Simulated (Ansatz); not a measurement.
Compare A (`CCC(=N)[SiH3]`) with its isomer B (`C[C@H]1N[Si@H]1C`).

Program: Ansatz. Geometries: PBE0-D4/def2-TZVP. ΔE: electronic, gas phase. CBS: MP2 limit from def2 TZ/QZ plus the TZ coupled-cluster correction, frozen cores. DFT in def2-TZVPP. B3LYP here is the variant with VWN-RPA as its local correlation; programs differ in this. One conformer a species, not always the lowest.

A:

```xyz
14

C    -0.803   -0.530    1.404
C    -0.679   -0.878   -0.074
C    -0.063    0.229   -0.884
N    -0.596    0.778   -1.900
Si    1.635    0.929   -0.391
H     0.174   -0.326    1.851
H    -1.427    0.355    1.549
H    -1.251   -1.356    1.960
H    -1.661   -1.124   -0.496
H    -0.052   -1.771   -0.181
H    -1.516    0.368   -2.098
H     2.495   -0.165    0.144
H     1.469    1.939    0.689
H     2.275    1.551   -1.572
```

B:

Z-matrix (Å, degrees):
```
C
C 1 1.504
H 1 1.093 2 110.8
H 1 1.092 2 111.2 3 120.3
H 1 1.096 2 111.1 3 -120.1
N 2 1.500 1 115.3 3 -168.0
Si 2 1.835 1 127.2 3 -96.0
H 2 1.092 1 113.1 3 57.5
H 6 1.009 2 116.3 1 -119.2
C 7 1.855 2 125.6 1 -3.2
H 7 1.486 2 117.2 1 152.5
H 10 1.093 7 110.9 2 99.8
H 10 1.093 7 110.6 2 -140.4
H 10 1.091 7 110.2 2 -20.7
```

Which isomer does CCSD(T)/CBS put lower? Give the gap. (An estimate is asked.)

Ansatz gave: B, by 32.1 kJ/mol.

Give E(B) − E(A) in kJ/mol with r2SCAN-D4, PBE-D4, CCSD/def2-TZVPP, MP2/def2-TZVPP, CCSD(T)/def2-TZVPP, HF/def2-TZVPP, B3LYP. (An estimate is asked.)

Ansatz gave: r2SCAN-D4 -42.9, PBE-D4 -39.4, CCSD/def2-TZVPP -25.1, MP2/def2-TZVPP -40.4, CCSD(T)/def2-TZVPP -25.2, HF/def2-TZVPP -3.9, B3LYP -25.7. None reverses the order clearly.

Largest T1 diagnostic: 0.012.

In def2-TZVPP, CCSD(T) changes the Hartree–Fock value by −21.3 kJ/mol (the triples alone add −0.2 kJ/mol) and MP2 by −36.5 kJ/mol. From PBE to PBE0 (25 % exact exchange), in def2-TZVPP and without D4, E(B) − E(A) moves by −4.1 kJ/mol.
